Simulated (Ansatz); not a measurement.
Ge13H20⁺, a cluster cut from cubic germanium. Total charge 1; doublet. Geometry PBE-D4/def2-SVP, that of the neutral singlet; atoms count from 1.

```xyz
33

Ge   -1.809   -2.180   -2.278
Ge   -0.364    1.579    3.670
Ge   -2.248    1.273   -0.418
Ge   -0.284   -1.779    1.382
Ge    2.143   -2.029   -1.814
Ge    1.753    1.426    0.206
Ge    0.253    1.065   -3.466
Ge   -0.500   -0.861    3.641
Ge   -2.142   -1.148   -0.082
Ge    0.283   -1.376   -3.264
Ge    1.580    2.407    2.442
Ge   -0.096    2.075   -1.261
Ge    1.822   -1.016    0.390
H    -3.007   -1.829   -3.212
H    -1.752   -3.731   -2.137
H    -0.281    2.068    5.147
H    -1.659    2.175    3.048
H    -3.341    1.576   -1.487
H    -2.648    2.008    0.894
H    -0.259   -3.338    1.477
H     2.200   -3.580   -1.680
H     3.494   -1.550   -2.425
H     3.081    1.918   -0.454
H    -0.886    1.505   -4.434
H     1.605    1.551   -4.067
H    -1.841   -1.324    4.286
H     0.662   -1.431    4.510
H    -3.484   -1.651    0.537
H     0.471   -2.012   -4.677
H     1.524    3.962    2.346
H     2.866    2.031    3.239
H    -0.131    3.630   -1.395
H     2.997   -1.414    1.340
```

Single mean-field runs in def2-TZVP are fitted with def2-universal-jkfit.

Q: Estimate the Mulliken populations of the heavy atoms from the PBE0/def2-TZVP orbitals of Ansatz.

A: 
| atom | charge (e) | spin (α − β) |
| --- | --- | --- |
| Ge1 | 0.04 | 0.04 |
| Ge2 | -0.10 | 0.01 |
| Ge3 | -0.02 | -0.01 |
| Ge4 | -0.10 | 0.09 |
| Ge5 | 0.07 | 0.12 |
| Ge6 | -0.10 | 0.09 |
| Ge7 | 0.04 | 0.04 |
| Ge8 | 0.03 | 0.10 |
| Ge9 | -0.11 | 0.04 |
| Ge10 | -0.18 | 0.01 |
| Ge11 | 0.03 | 0.10 |
| Ge12 | -0.11 | 0.04 |
| Ge13 | -0.09 | 0.11 |
Mulliken values depend strongly on the basis.

Q: Where does the spin sit?

A: Summed by element: Ge 0.78, H 0.22, of 1 unpaired in all. Largest on single atoms: Ge5 0.12, Ge13 0.11, Ge11 0.10.

Q: And the Mayer bond orders between heavy atoms (over 0.3)?

A: Ge1–Ge9 0.79 (2.45 Å); Ge1–Ge10 0.85 (2.45 Å); Ge2–Ge8 0.84 (2.44 Å); Ge2–Ge11 0.84 (2.44 Å); Ge3–Ge9 0.85 (2.45 Å); Ge3–Ge12 0.85 (2.45 Å); Ge4–Ge8 0.72 (2.45 Å); Ge4–Ge9 0.84 (2.45 Å); Ge4–Ge13 0.84 (2.45 Å); Ge5–Ge10 0.85 (2.45 Å); Ge5–Ge13 0.70 (2.45 Å); Ge6–Ge11 0.72 (2.45 Å); Ge6–Ge12 0.84 (2.45 Å); Ge6–Ge13 0.84 (2.45 Å); Ge7–Ge10 0.85 (2.45 Å); Ge7–Ge12 0.79 (2.45 Å).
